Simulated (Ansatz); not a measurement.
A CCSD(T) single point on ClGeH7Si2 (`[SiH3][GeH2][SiH2]Cl`).

```yaml
crystal:
  periodic: [false, false, false]
  atoms:
    - {symbol: Si, position_ang: [-1.289874, 1.422994, 0.428169]}
    - {symbol: Ge, position_ang: [0.066175, -0.466446, 0.927819]}
    - {symbol: Si, position_ang: [1.342903, -1.065958, -0.985283]}
    - {symbol: Cl, position_ang: [0.064630, -1.208903, -2.600739]}
    - {symbol: H, position_ang: [-2.276895, 1.064421, -0.621478]}
    - {symbol: H, position_ang: [-2.011602, 1.878604, 1.645147]}
    - {symbol: H, position_ang: [-0.429185, 2.529192, -0.066796]}
    - {symbol: H, position_ang: [-0.807674, -1.662562, 1.344950]}
    - {symbol: H, position_ang: [1.028824, -0.151824, 2.089300]}
    - {symbol: H, position_ang: [2.349632, -0.022497, -1.302675]}
    - {symbol: H, position_ang: [2.028263, -2.373921, -0.837813]}
basis:
  gaussian: {orbitals: def2-TZVPP}
correlation: {method: ccsd_t}
output: {orbitals: {seedname: orbitals}}
```

```sh
$ ansatz run in.yaml --threads 4 --pin off --events-out ev --progress --plain --max-ram 10444MiB
```

The program prints (abridged):

```
Functional definition: HF
  name "HF"
  cite "Fock, Z. Phys. 61, 126 (1930) doi:10.1007/BF01340294"
  parent pbe
  exchange = exact_x
  correlation = 0
1582 factors; integrals over basis functions are off by at most 8.4e-4 eV
mean field evaluation 1: about -84812.9253 eV, gradient 1.9e1 eV
mean field evaluation 2: about -84813.1483 eV, gradient 1.9e1 eV
mean field evaluation 4: about -84814.9914 eV, gradient 3.4e0 eV
mean field evaluation 8: about -84815.0272 eV, gradient 2.3e-1 eV
mean field -84815.02744178 eV, -3116.8947687949 hartree, gradient 2.5e-6 eV, S^2 0.000000; 0 other end points of the search recorded, 0 dependent functions left out
24 core orbitals not correlated: weight in the atoms' cores, before any rotation towards them, 1.000 or more for the frozen orbitals, at most 0.000 for the correlated occupied ones
reference -84815.02744178 eV, -3116.8947687949 hartree; 18, 18 occupied and 230, 230 virtual orbitals, 1582 factors
second order -19.17134083 eV of doubles, -0.00000000 eV of singles
cycle   1  -20.21949392 eV  change    -1.0e0 eV  update   1.1e-1
cycle   2  -20.89788791 eV  change   -6.8e-1 eV  update   3.2e-2
cycle   3  -20.96768103 eV  change   -7.0e-2 eV  update   1.4e-2
cycle   4  -20.95888792 eV  change    8.8e-3 eV  update   3.6e-3
cycle   5  -20.95769099 eV  change    1.2e-3 eV  update   1.1e-3
cycle   6  -20.95720472 eV  change    4.9e-4 eV  update   3.2e-4
cycle   7  -20.95716962 eV  change    3.5e-5 eV  update   8.9e-5
cycle   8  -20.95720028 eV  change   -3.1e-5 eV  update   3.0e-5
perturbative correction -0.78556488 eV, -0.0288689768 hartree
Total energy: -84836.77020693 eV, -3117.6938006765 hartree
```

Hardware: 4 threads of an Arm Neoverse V2 on a shared host. Wall time 4 min, peak host memory 6.4 GiB.

The correlation energy is -21.743 eV, 3.6 % of it from (T); the T1 diagnostic reads 0.0115.
